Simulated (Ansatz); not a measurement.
C$_{3}$H$_{6}$BFO$_{2}$, SMILES `CB(F)OC(C)=O`. Charge 0, multiplicity 1. All single points use the PBE0-D4/def2-TZVP geometry. It is one conformer, not always the lowest.

```xyz
13

C     2.090    0.067   -0.568
B     0.817    0.925   -0.805
F     0.883    2.058   -1.494
O    -0.456    0.667   -0.337
C    -0.873   -0.517    0.189
C    -2.108   -0.332    1.009
O    -0.323   -1.557   -0.020
H     2.995    0.667   -0.679
H     2.121   -0.732   -1.316
H     2.089   -0.434    0.400
H    -2.889    0.120    0.394
H    -1.905    0.361    1.828
H    -2.441   -1.291    1.399
```

What is the dipole moment at ωB97M-V/def2-TZVPP? (Estimate.)

The calculation gave: 1.71 D, with components (-0.89, 0.28, 1.43) D in this frame, pointing from negative to positive charge.

And with PBE, r2SCAN, B3LYP? (Best estimate.)

Computed: PBE 1.61 D, r2SCAN 1.66 D, B3LYP 1.70 D.

Give the Mulliken charges with ωB97M-V, PBE, B3LYP in def2-TZVPP. (Best estimate.)

Ansatz gave: 
```tsv
atom	ωB97M-V	PBE	B3LYP
C1	-0.36	-0.35	-0.32
B2	0.39	0.34	0.40
F3	-0.23	-0.20	-0.24
O4	-0.29	-0.21	-0.29
C5	0.34	0.25	0.32
C6	-0.29	-0.25	-0.25
O7	-0.30	-0.24	-0.28
H8	0.12	0.11	0.11
H9	0.14	0.12	0.12
H10	0.12	0.11	0.11
H11	0.13	0.11	0.11
H12	0.12	0.10	0.10
H13	0.12	0.11	0.11
```

B3LYP here is the variant with VWN-RPA as its local correlation; programs differ in this.
